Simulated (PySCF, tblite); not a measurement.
Isomers of C4H8F3PSi. Computed with GFN2-xTB (tblite): harmonic, unscaled wavenumbers at the GFN2-xTB geometry, gas phase. Errors from tens to a few hundred cm⁻¹ against measured bands are possible. Modes of hydrogen on silicon can be 10 to 20 % off. One conformer each.

Electronic energies: PBE0/pcSseg-1 single points on the GFN2-xTB geometries (PySCF, gas phase).

```
                SMILES  electronic energy, lowest = 0 (kcal/mol)
FC(F)(F)P([SiH3])C1CC1                                       1.2
 C[SiH2]P(C)C(F)=C(F)F                                       5.9
FC(F)(F)P1CC([SiH3])C1                                       0.0
```

Task: How do GFN2-xTB zero-point energies change the relative energies?

Result: 
```json
{"SMILES": "FC(F)(F)P1CC([SiH3])C1", "ZPE (kcal/mol)": "68.7", "of it from modes above 1550 cm⁻¹": "31.0", "electronic (kcal/mol)": "0.0", "with ZPE, lowest = 0 (kcal/mol)": "0.0", "lowest mode (cm⁻¹)": "23", "rings": "1"}
{"SMILES": "FC(F)(F)P([SiH3])C1CC1", "ZPE (kcal/mol)": "68.4", "of it from modes above 1550 cm⁻¹": "31.7", "electronic (kcal/mol)": "1.2", "with ZPE, lowest = 0 (kcal/mol)": "0.9", "lowest mode (cm⁻¹)": "35", "rings": "1"}
{"SMILES": "C[SiH2]P(C)C(F)=C(F)F", "ZPE (kcal/mol)": "68.2", "of it from modes above 1550 cm⁻¹": "34.7", "electronic (kcal/mol)": "5.9", "with ZPE, lowest = 0 (kcal/mol)": "5.4", "lowest mode (cm⁻¹)": "16", "rings": "0"}
```

The zero-point energies span 0.5 kcal/mol, from `C[SiH2]P(C)C(F)=C(F)F` to `FC(F)(F)P1CC([SiH3])C1`. The order is unchanged.

Task: And how do the electronic energies of GFN2-xTB itself compare?

Result: `FC(F)(F)P1CC([SiH3])C1` 0.0; `FC(F)(F)P([SiH3])C1CC1` 0.5; `C[SiH2]P(C)C(F)=C(F)F` 16.1 kcal/mol, lowest = 0. Against the energies above, taken from the same isomer `FC(F)(F)P1CC([SiH3])C1`, the largest difference is 10.2 kcal/mol.
